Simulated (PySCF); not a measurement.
OSi, charge +1, doublet, at a GFN2-xTB geometry (a state made from the parent by changing its charge; the spin is typed, not shown lowest); DF-CAMB3LYP/6-31G** in PySCF.

Here is a job for PySCF.
```python
from pyscf import gto, scf, dft

mol = gto.Mole()
mol.atom = '''
    Si   -0.00000000   -0.00000000   -0.54026507
    O     0.00000000    0.00000000    0.94546388
'''
mol.basis = '6-31g**'
mol.charge = 1
mol.spin = 1
mol.verbose = 4
mol.build()

mf = dft.UKS(mol)
mf.xc = 'camb3lyp'
mf = mf.density_fit(auxbasis='def2-universal-jkfit')
mf.kernel()
```

What the program printed (banner, timings and long lists left out):

```
PySCF version 2.14.0

[INPUT] verbose = 4
[INPUT] num. atoms = 2
[INPUT] num. electrons = 21
[INPUT] charge = 1
[INPUT] spin (= nelec alpha-beta = 2S) = 1
[INPUT] symmetry False subgroup None
[INPUT] Mole.unit = angstrom
[INPUT] Symbol           X                Y                Z      unit          X                Y                Z       unit  Magmom
[INPUT]  1 Si     0.000000000000   0.000000000000  -0.540265070000 AA    0.000000000000   0.000000000000  -1.020953016969 Bohr   0.0
[INPUT]  2 O      0.000000000000   0.000000000000   0.945463880000 AA    0.000000000000   0.000000000000   1.786667793869 Bohr   0.0

nuclear repulsion = 39.891426779454
number of shells = 14
number of NR pGTOs = 78
number of NR cGTOs = 32
basis = 6-31g**
ecp = {}

******** <class 'pyscf.df.df_jk.DFUKS'> ********
method = DFUKS
initial guess = minao
damping factor = 0
level_shift factor = 0
DIIS = <class 'pyscf.scf.diis.CDIIS'>
diis_start_cycle = 1
diis_space = 8
diis_damp = 0
SCF conv_tol = 1e-09
SCF conv_tol_grad = None
SCF max_cycles = 50
direct_scf = False
number electrons alpha = 11  beta = 10
XC library pyscf.dft.libxc version 7.1.2
    S. Lehtola, C. Steigemann, M. J. T. Oliveira, and M. A. L. Marques,  SoftwareX 7, 1–5 (2018)
XC functionals = camb3lyp
    T. Yanai, D. P. Tew, and N. C. Handy,  Chem. Phys. Lett. 393, 51 (2004)
radial grids:
    Treutler-Ahlrichs [JCP 102, 346 (1995); DOI:10.1063/1.469408] (M4) radial grids

becke partition: Becke, JCP 88, 2547 (1988); DOI:10.1063/1.454033
pruning grids: <function nwchem_prune>
grids dens level: 3
symmetrized grids: False
atomic radii adjust function: <function treutler_atomic_radii_adjust>
small_rho_cutoff = 0
Set gradient conv threshold to 3.16228e-05
tot grids = 33264
******** <class 'pyscf.df.df.DF'> ********
auxbasis = def2-universal-jkfit
Create RSH-DF object <pyscf.df.df.DF object> for omega=0.33
******** <class 'pyscf.df.df.DF'> ********
auxbasis = auxmol.basis = def2-universal-jkfit
init E= -364.643123893232

cycle= 1 E= -364.010280541649  delta_E= 0.633  |g|= 0.654  |ddm|= 1.21
cycle= 2 E= -362.066021039044  delta_E= 1.94  |g|= 2.03  |ddm|= 1.89
cycle= 3 E= -364.249370128436  delta_E= -2.18  |g|= 0.0744  |ddm|= 1.38
cycle= 4 E= -364.252176365395  delta_E= -0.00281  |g|= 0.0498  |ddm|= 0.099
cycle= 5 E= -364.253571422841  delta_E= -0.0014  |g|= 0.0246  |ddm|= 0.0428
cycle= 6 E= -364.254142325969  delta_E= -0.000571  |g|= 0.00807  |ddm|= 0.037
cycle= 7 E= -364.254320991105  delta_E= -0.000179  |g|= 0.00235  |ddm|= 0.0319
cycle= 8 E= -364.254352524229  delta_E= -3.15e-05  |g|= 0.000828  |ddm|= 0.019
cycle= 9 E= -364.254353163452  delta_E= -6.39e-07  |g|= 0.000135  |ddm|= 0.0022
cycle= 10 E= -364.254353213155  delta_E= -4.97e-08  |g|= 7.67e-05  |ddm|= 0.000445
cycle= 11 E= -364.254353225744  delta_E= -1.26e-08  |g|= 1.61e-05  |ddm|= 0.000251
cycle= 12 E= -364.254353226843  delta_E= -1.1e-09  |g|= 1.78e-06  |ddm|= 9.19e-05
cycle= 13 E= -364.25435322685  delta_E= -7.05e-12  |g|= 1.18e-06  |ddm|= 6.04e-06
Extra cycle  E= -364.254353226849  delta_E= 1.25e-12  |g|= 2.28e-06  |ddm|= 2.34e-06
converged SCF energy = -364.254353226849  <S^2> = 0.75975346  2S+1 = 2.0097298
```
